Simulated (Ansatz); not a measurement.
Mulliken charges of CH$_{6}$SSi$_{2}$, SMILES `[SiH3][SiH]1CS1` from PBE/def2-TZVPP in Ansatz (PBE0-D4/def2-TZVP geometry).

| atom | x (Å) | y (Å) | z (Å) | charge (e) |
| --- | --- | --- | --- | --- |
| Si1 | -1.386 | 0.779 | -0.838 | 0.112 |
| Si2 | -0.109 | -0.724 | 0.394 | 0.217 |
| C3 | 1.644 | -0.286 | 0.791 | -0.203 |
| S4 | 1.569 | -1.537 | -0.570 | -0.205 |
| H5 | -0.453 | 1.677 | -1.565 | -0.031 |
| H6 | -2.262 | 1.586 | 0.055 | -0.039 |
| H7 | -2.240 | 0.048 | -1.810 | -0.031 |
| H8 | -0.817 | -1.597 | 1.363 | -0.054 |
| H9 | 2.089 | -0.669 | 1.705 | 0.118 |
| H10 | 2.048 | 0.672 | 0.478 | 0.118 |

Q: By hand: the dipole of these point charges (1 e Å = 4.8032 D).

A: Σ q r = (-0.130, 0.275, 0.234) e Å, of length 0.384 e Å = 1.84 D.

Q: How does the dipole of the full density compare? (Estimate.)

A: The calculation gave: (-0.160, 0.223, 0.197) e Å, 1.62 D; the point charges give 1.14 times that, at 9° from its direction.

Point charges leave out the atoms' own dipoles, such as those of lone pairs, and Mulliken's split depends on the basis, so the close match here is no proof of good charges.
